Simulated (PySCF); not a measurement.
```xyz
17

C     -2.5269    -0.0609     0.5076
C     -1.3034    -0.3370    -0.3670
C      0.0149     0.1277     0.2591
C      1.2471    -0.1441    -0.6090
C      2.5575     0.3236     0.0253
H     -2.6390     1.0244     0.7131
H     -3.4641    -0.4082     0.0277
H     -2.4445    -0.5731     1.4892
H     -1.4303     0.1579    -1.3559
H     -1.2375    -1.4262    -0.5863
H      0.1462    -0.3668     1.2490
H     -0.0467     1.2183     0.4788
H      1.1117     0.3502    -1.5971
H      1.3045    -1.2340    -0.8274
H      2.7375    -0.1813     0.9976
H      2.5431     1.4163     0.2215
H      3.4296     0.1131    -0.6263
```

Charge 0, multiplicity 1.

**Question.** Give the Mulliken and meta-Löwdin atomic charges from PBE-D3(BJ)/def2-TZVP // PBE-D3(BJ)/def2-SVP in PySCF.

**Answer.** 
| atom | Mulliken (e) | meta-Löwdin (e) |
|---|---|---|
| C1 | -0.34 | -0.34 |
| C2 | -0.15 | -0.19 |
| C3 | -0.20 | -0.19 |
| C4 | -0.15 | -0.19 |
| C5 | -0.34 | -0.34 |
| H6 | 0.11 | 0.11 |
| H7 | 0.12 | 0.11 |
| H8 | 0.11 | 0.11 |
| H9 | 0.09 | 0.10 |
| H10 | 0.09 | 0.10 |
| H11 | 0.08 | 0.10 |
| H12 | 0.08 | 0.10 |
| H13 | 0.09 | 0.10 |
| H14 | 0.09 | 0.10 |
| H15 | 0.11 | 0.11 |
| H16 | 0.11 | 0.11 |
| H17 | 0.12 | 0.11 |
